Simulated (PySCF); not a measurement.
# Which basis set comes closest?

Molecule: `CCCNC(C)=O`, C$_{5}$H$_{11}$NO.

Geometry:
| atom | x (Å) | y (Å) | z (Å) |
| --- | --- | --- | --- |
| C1 | -1.887 | 0.889 | -0.722 |
| C2 | -1.789 | -0.336 | 0.173 |
| C3 | -0.575 | -1.209 | -0.126 |
| N4 | 0.682 | -0.529 | 0.063 |
| C5 | 1.502 | -0.192 | -0.975 |
| C6 | 2.747 | 0.567 | -0.569 |
| O7 | 1.255 | -0.480 | -2.129 |
| H8 | -2.767 | 1.501 | -0.473 |
| H9 | -0.996 | 1.527 | -0.617 |
| H10 | -1.958 | 0.602 | -1.783 |
| H11 | -2.692 | -0.961 | 0.065 |
| H12 | -1.766 | -0.026 | 1.233 |
| H13 | -0.604 | -2.123 | 0.492 |
| H14 | -0.584 | -1.525 | -1.180 |
| H15 | 0.931 | -0.224 | 0.995 |
| H16 | 3.350 | 0.753 | -1.465 |
| H17 | 2.484 | 1.530 | -0.105 |
| H18 | 3.341 | -0.008 | 0.158 |

Geometry PBE0-D3(BJ)/def2-SVP throughout; GIAO in PySCF, gas phase, one conformer, non-relativistic; equivalent atoms averaged; functional PBE0.

Reference values (measured; solution, not stated per compound (mostly CDCl3 or CCl4); Pretsch, Buehlmann, Badertscher, Structure Determination of Organic Compounds, 4th ed. (2009)): δ(C3) = 40.7 ppm, δ(C2) = 22.5 ppm, δ(C1) = 11.1 ppm, δ(H13/H14) = 3.18 ppm, δ(H11/H12) = 1.55 ppm, δ(H8/H9/H10) = 0.96 ppm. Computed shifts are taken against TMS, calculated as an isolated molecule at each level.

**Question.** How do the basis sets STO-3G, pcSseg-0, 6-31G, 6-31G*, cc-pVDZ, def2-SVP, pcSseg-1, 6-311+G(2d,p), aug-cc-pVDZ, def2-TZVP perform against the reference? Times are CPU seconds on shared hosts with different chips, so compare them loosely.

**Answer.** 
```tsv
basis set	functions	C3	C2	C1	H13/H14	H11/H12	H8/H9/H10	mean abs. error C	mean abs. error H	core-s
STO-3G	46	39.3	25.8	18.8	2.50	1.00	0.65	4.1	0.51	7.2
pcSseg-0	85	39.6	26.0	13.3	3.39	1.21	0.98	2.3	0.19	7.4
6-31G	85	37.0	25.5	12.6	3.46	1.40	1.07	2.7	0.18	15
6-31G*	120	37.3	25.0	11.9	3.33	1.31	0.95	2.2	0.13	22
cc-pVDZ	153	38.6	27.8	12.5	3.27	1.17	0.84	2.9	0.20	17
def2-SVP	153	36.6	24.7	11.2	3.14	1.07	0.76	2.1	0.24	16
pcSseg-1	174	39.3	27.3	12.0	3.33	1.20	0.92	2.4	0.18	22
6-311+G(2d,p)	255	38.6	27.3	10.9	3.44	1.29	0.82	2.4	0.22	64
aug-cc-pVDZ	260	38.1	27.8	11.4	3.55	1.38	0.89	2.7	0.20	38
def2-TZVP	283	39.8	28.1	11.8	3.42	1.30	0.84	2.4	0.20	43
```

For 13C the closest is def2-SVP (2.1 ppm, with 6-31G*, pcSseg-0, 6-311+G(2d,p), pcSseg-1, def2-TZVP practically level) and the furthest STO-3G (4.1 ppm).

For 1H the closest is 6-31G* (0.13 ppm) and the furthest STO-3G (0.51 ppm). Where a smaller basis beats a larger one, errors probably cancel. One molecule is a small sample, and vibrational and solvent effects are absent from the calculation.

A small basis that lands close on one nucleus may do so by chance; judge by the trend and by all nuclei.
